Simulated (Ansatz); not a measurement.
System: CH$_{5}$ClOSi, charge 0, singlet. CH5ClOSi (SMILES OC[SiH2]Cl).
B3LYP-D3(BJ)/def2-TZVP minimum from Ansatz (a quantum-chemistry and plane-wave program):
```xyz
9

O     -2.1437     0.2378    -0.4725
C     -1.2222    -0.8536    -0.5392
Si     0.5842    -0.3125    -0.5878
Cl     1.1119     0.6211     1.1763
H     -2.0119     0.8089    -1.2369
H     -1.4284    -1.5048    -1.4014
H     -1.3991    -1.4557     0.3540
H      1.4734    -1.4783    -0.7830
H      0.7692     0.6657    -1.6841
```
Charge 0, spin multiplicity 1.

Total energies in cc-pV(D+d)Z, 26 correlated electrons, 12 frozen orbitals. Radicals and triplets start from unrestricted determinants; spin-orbit coupling is neglected. Correlated methods leave the cores frozen. No relativity.

| method | program | energy (Eh) | minus CCSDT(Q) (mEh) |
|---|---|---|---|
| HF | Ansatz | -864.12567 | 632.48 |
| MP2 | Ansatz | -864.69126 | 66.88 |
| CCSD | Ansatz | -864.74074 | 17.40 |
| CCSD(T) | Ansatz | -864.75577 | 2.37 |
| CCSDT(Q) | Ansatz | -864.75814 | 0.00 |

Rough core times of Ansatz's runs on a shared machine: CCSD(T) under 20 s, CCSDT(Q) 50 min.
